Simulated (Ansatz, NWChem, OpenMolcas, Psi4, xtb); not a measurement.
A ladder of methods for TlF (SMILES [F][Tl])

TlF has 2 atoms, charge 0, and is taken as a singlet. SMILES: `[F][Tl]`. Geometry: the measured bond length.

```csv
atom,x (Å),y (Å),z (Å)
F,0.0000,0.0000,0.0000
Tl,0.0000,0.0000,2.0844
```

Each level gives the HOMO–LUMO gap (eV). The values are calculated.

```json
{"level": "GFN2-xTB", "kind": "semi-empirical", "program": "xtb", "value (eV)": "7.42", "CPU time": "under 2 s"}
{"level": "HF/def2-TZVPPD (core potential)", "kind": "Hartree–Fock", "program": "Ansatz", "value (eV)": "11.07", "CPU time": "1.2 s"}
{"level": "SVWN5/def2-TZVPPD (core potential)", "kind": "LDA", "program": "NWChem", "value (eV)": "4.53", "CPU time": "15 s"}
{"level": "PBE/def2-TZVPPD (core potential)", "kind": "GGA", "program": "Ansatz", "value (eV)": "4.46", "CPU time": "1.8 s"}
{"level": "M06-L/def2-TZVPPD (core potential)", "kind": "meta-GGA", "program": "OpenMolcas", "value (eV)": "4.96", "CPU time": "25 s"}
{"level": "M06-2X/def2-TZVPPD (core potential)", "kind": "hybrid meta-GGA", "program": "OpenMolcas", "value (eV)": "8.26", "CPU time": "22 s"}
{"level": "HSE06/def2-TZVPPD (core potential)", "kind": "range-separated hybrid", "program": "Ansatz", "value (eV)": "5.63", "CPU time": "2.1 s"}
{"level": "wB97M-V/def2-TZVPPD (core potential)", "kind": "range-separated hybrid", "program": "Psi4", "value (eV)": "9.95", "CPU time": "43 s"}
{"level": "B2PLYP/def2-TZVPPD (core potential)", "kind": "double hybrid", "program": "OpenMolcas", "value (eV)": "8.22", "CPU time": "14 s"}
{"level": "B2PLYP/def2-TZVPPD (core potential, density fitting for correlation)", "kind": "double hybrid", "program": "Psi4", "value (eV)": "8.22", "CPU time": "9.9 s"}
```

The values span 4.46 to 11.07 eV. Orbital gaps aren't excitation energies, and those of double hybrids come from the SCF part alone; they tend to grow with the share of exact exchange. Times are those of the runs behind each value, whatever else they computed, on shared processors of several kinds: orders of magnitude only.
